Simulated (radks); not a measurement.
Ionisation of the holmium ion Ho+, [Xe] 4f11 6s1, to [Xe] 4f11 as the strength of local exchange is varied. All-electron calculation, scalar-relativistic Kohn-Sham, Slater X-alpha exchange (alpha = 2/3 is LDA exchange), no correlation, spin-polarised, spherical densities, finite nucleus; open shells are filled with parallel spins first (spin-orbit coupling, left out, can overturn this in heavy ions); Fermi nuclear charge, rms radius 5.2022 fm. Program: a radial shooting solver on a logarithmic mesh with Libxc functionals.

[
 {"alpha": "0.65", "E(Ho+) (hartree)": "-12593.8015", "exchange (hartree)": "-248.7594", "IE (eV)": "11.464", "-e of the level emptied (eV)": "8.822 (6s)", "<r> of it (bohr)": "3.687"},
 {"alpha": "0.667", "E(Ho+) (hartree)": "-12600.3359", "exchange (hartree)": "-255.4118", "IE (eV)": "11.559", "-e of the level emptied (eV)": "8.925 (6s)", "<r> of it (bohr)": "3.674"},
 {"alpha": "0.702", "E(Ho+) (hartree)": "-12613.8008", "exchange (hartree)": "-269.1308", "IE (eV)": "11.758", "-e of the level emptied (eV)": "9.140 (6s)", "<r> of it (bohr)": "3.645"},
 {"alpha": "0.739", "E(Ho+) (hartree)": "-12628.0524", "exchange (hartree)": "-283.6673", "IE (eV)": "11.972", "-e of the level emptied (eV)": "9.371 (6s)", "<r> of it (bohr)": "3.616"},
 {"alpha": "0.777", "E(Ho+) (hartree)": "-12642.7076", "exchange (hartree)": "-298.6323", "IE (eV)": "12.194", "-e of the level emptied (eV)": "9.613 (6s)", "<r> of it (bohr)": "3.586"},
 {"alpha": "0.827", "E(Ho+) (hartree)": "-12662.0190", "exchange (hartree)": "-318.3782", "IE (eV)": "12.491", "-e of the level emptied (eV)": "9.936 (6s)", "<r> of it (bohr)": "3.547"},
 {"alpha": "0.936", "E(Ho+) (hartree)": "-12704.2289", "exchange (hartree)": "-361.6406", "IE (eV)": "13.156", "-e of the level emptied (eV)": "10.663 (6s)", "<r> of it (bohr)": "3.465"},
 {"alpha": "0.993", "E(Ho+) (hartree)": "-12726.3624", "exchange (hartree)": "-384.3817", "IE (eV)": "13.512", "-e of the level emptied (eV)": "11.055 (6s)", "<r> of it (bohr)": "3.423"}
]

NIST Atomic Spectra Database: 11.78 eV (semi-empirical). The Delta-SCF value meets it near alpha = 0.71. Open shells are spherical and high-spin; term and fine-structure splittings are not resolved. Spin-orbit splitting is averaged out at the scalar-relativistic level.
